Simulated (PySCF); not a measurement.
# Working out the ionisation energy of P⁺

P⁺ [Ne] 3s2 3p2 (3P) → P²⁺ [Ne] 3s2 3p1 (2P). Computed with PySCF 2.14 in x2c-QZVPPall, with scalar relativity by spin-free X2C-1e. Frozen: 1s2. Energies in hartree (1 hartree = 27.21139 eV):

```
             part   P⁺ (lower)  P²⁺ (upper)
              UHF  -341.173421  -340.469438
MP2 opposite-spin    -0.186615    -0.176514
    MP2 same-spin    -0.068424    -0.060265
```

Task: What does Hartree-Fock give?

Result: (-340.469438) − (-341.173421) = 0.703983 hartree = 19.156 eV.

Task: What do MP2 and SCS-MP2 (6/5 opposite-spin, 1/3 same-spin) give?

Result: The opposite-spin parts differ by 0.275 eV and the same-spin parts by 0.222 eV. MP2: 19.156 + (0.275) + (0.222) = 19.653 eV. SCS-MP2: 19.156 + 1.2 × (0.275) + (0.222)/3 = 19.560 eV.

A first-order spin-orbit estimate adds -0.007 eV to MP2 (valence and next inner shell), giving 19.646 eV against 19.769 eV (semi-empirical (NIST evaluation); NIST Atomic Spectra Database, ionization energies).

What remains against the reference includes basis incompleteness, the frozen core and correlation beyond second order.
